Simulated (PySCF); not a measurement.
Molecule: H9Si4, SMILES [SiH3][Si]([SiH3])[SiH3], doublet. Atoms near the plane z = 1.0 Å, at the B3LYP/def2-SVP optimised geometry (x, y, z in Å): Si2 (-1.1, 0.2, 1.9), Si3 (-0.2, 1.3, 0.0), Si4 (-0.8, -2.2, 1.9), H8 (-0.7, 2.7, 0.0), H10 (1.3, 1.3, 0.0), H11 (-1.3, -2.7, 0.5), H13 (0.6, -2.6, 2.1).

Calculation: unrestricted B3LYP/def2-TZVP (PySCF 2.14.0). The values are rescaled to run from 0 to 1.

```
|00000000000000000000000000000|
|00000000000000000000000000000|
|00000000000011000000000000000|
|00000000001222210000000000000|
|00000000023344321000000000000|
|00000000124555432110000000000|
|00000000234566543321000000000|
|00000001245666654432100000000|
|00000012345677665544310000000|
|00000123456777776654320000000|
|00001234567888877665421000000|
|00001245678899877665421000000|
|00001345678999877654320000000|
|00002346778998876543210000000|
|00002345778888765432100000000|
|00001345678887764321000000000|
|00001245677777654321000000000|
|00001234567777654320000000000|
|00000134567877654321000000000|
|00000134678887665431000000000|
|00000135689988766532000000000|
|00000135789998766542100000000|
|00000135689987765532100000000|
|00000124678877655432000000000|
|00000023466665544321000000000|
|00000012345544332210000000000|
|00000001223332211000000000000|
|00000000011111000000000000000|
|00000000000000000000000000000|
```
Scale: ten equal steps from 0.000 (start of '0') to 1.00 (end of '9'), in the order '0123456789'; x runs from -5.00 to 5.00, y from -5.00 (bottom) to 5.00 (top).

Question: Which quantity is mapped?
(A) spin density
(B) log10 of the electron density
(C) Laplacian of the electron density
(D) deformation density (molecule minus spherical neutral atoms)

Answer: B, log10 of the electron density. In full: log10 of the electron density (e/bohr³), floored at −4.
